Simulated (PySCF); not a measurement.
Energy of Cs²⁺ (caesium, charge +2) between two integer charges

The 5p beta orbital of [Kr] 4d10 5s2 5p5 is emptied in steps (occupation f), with all orbitals relaxed, ending at [Kr] 4d10 5s2 5p4. All numbers are calculated (PySCF 2.14, a scalar-relativistic core potential, in def2-TZVP with the def2 core potential (46 electrons) (5s3p3d, 29 functions)). The exact energy is a straight line in f; departures are measured from the line between the end points of the same method.

Among UHF, LDA, PBE, PBE0, r2SCAN, LC-wPBE, BHandHLYP, wB97X, CAM-B3LYP, r2SCAN0, which shows the largest delocalisation error (convex curve), and which is closest to linear?

Most convex: LDA (-1.244 eV at f = 0.4); closest to linear: UHF (0.110 eV).

```csv
f,UHF (eV),LDA (eV),PBE (eV),PBE0 (eV),r2SCAN (eV),LC-wPBE (eV),BHandHLYP (eV),wB97X (eV),CAM-B3LYP (eV),r2SCAN0 (eV)
1,0.000,0.000,0.000,0.000,0.000,0.000,0.000,0.000,0.000,0.000
0.8,0.076,-0.833,-0.816,-0.599,-0.770,-0.141,-0.385,-0.219,-0.375,-0.566
0.6,0.112,-1.247,-1.218,-0.894,-1.141,-0.206,-0.579,-0.330,-0.562,-0.839
0.4,0.110,-1.244,-1.210,-0.888,-1.120,-0.200,-0.580,-0.331,-0.561,-0.824
0.2,0.072,-0.827,-0.799,-0.586,-0.726,-0.127,-0.387,-0.222,-0.373,-0.534
0,0.000,0.000,0.000,0.000,0.000,0.000,0.000,0.000,0.000,0.000
```

| method | E(f=0) − E(f=1) (eV) | −ε at f=1 (eV) | −ε at f=0.4 (eV) |
| --- | --- | --- | --- |
| UHF | 32.501 | 32.988 | 32.399 |
| LDA | 33.520 | 28.314 | 34.575 |
| PBE | 33.558 | 28.439 | 34.615 |
| PBE0 | 33.591 | 29.834 | 34.367 |
| r2SCAN | 33.644 | 28.787 | 34.704 |
| LC-wPBE | 33.675 | 32.778 | 33.879 |
| BHandHLYP | 33.483 | 31.078 | 33.960 |
| wB97X | 33.707 | 32.342 | 33.975 |
| CAM-B3LYP | 33.569 | 31.219 | 34.043 |
| r2SCAN0 | 33.607 | 30.036 | 34.387 |

Reference removal energy between the ground levels: 33.195 eV (semi-empirical (NIST evaluation); NIST Atomic Spectra Database, ionization energies). The calculation has no spin-orbit coupling. UHF lacks correlation.
